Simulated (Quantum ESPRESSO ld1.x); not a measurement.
The numbers below are computed, except where a source is named.
Ionisation of the lanthanum ion La+, [Xe] 5d2, to La2+, [Xe] 5d1, under several functionals. Non-relativistic Kohn-Sham, spin-polarised, spherical densities, point nucleus; open shells are filled with parallel spins first; ld1.x of Quantum ESPRESSO 7.5.

functional                                              E(La+) (hartree)  Exc (hartree)  IE (eV)  -e(HOMO) (eV)  <r> HOMO (bohr)  IE error (eV)
exchange-only LDA                                             -8211.9519      -185.1833   10.746          7.178            2.892         -0.439
LDA (Slater exchange, VWN5 correlation)                       -8217.4039      -190.7076   11.701          8.001            2.798         +0.516
LDA (Slater exchange, Perdew-Zunger correlation)              -8217.3808      -190.6836   11.679          7.979            2.800         +0.494
LDA (Slater exchange, Perdew-Wang correlation)                -8217.3807      -190.6840   11.694          7.995            2.799         +0.509
LDA (Slater exchange, Perdew-Zunger correlation) + SIC        -8229.7579      -203.1939   11.803         11.133            2.795         +0.618
LDA (Slater exchange, Perdew-Wang correlation) + SIC          -8229.7721      -203.2084   11.827         11.153            2.794         +0.642

NIST Atomic Spectra Database: 11.185 eV (measured). Closest: exchange-only LDA. The Delta-SCF values span 1.08 eV, the total energies 17.82 hartree. The highest occupied level is 5d. Relativity is left out here, which matters for elements this heavy. Open shells are spherical and high-spin; term and fine-structure splittings are not resolved.
